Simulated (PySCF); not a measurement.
# Radial density of F³⁺ (fluorine, charge +3)

r2SCAN, [He] 2s2 2p2, high-spin 3P determinant. All numbers are calculated (PySCF 2.14, scalar relativity by spin-free X2C-1e, in aug-cc-pVDZ-DK).

```
r (bohr)  4πr²ρ (e/bohr)  4πr²(ρα − ρβ)
 0.00373         0.07844         0.0001
 0.00628          0.2107         0.0001
  0.0106          0.5407         0.0004
  0.0178           1.330         0.0010
  0.0299           3.006         0.0027
  0.0503           5.890         0.0086
  0.0846           9.029         0.0356
   0.142           9.287         0.1738
   0.239           5.359         0.6716
   0.402           3.365         1.6742
   0.677           4.743         2.3088
    1.14           2.480         1.1366
    1.92          0.1967         0.0716
    3.22        0.001896         0.0016
    5.42       7.943e-05         0.0000
```

Densities and radii are taken from the X2C orbitals without a picture-change correction, which distorts them close to the nucleus.
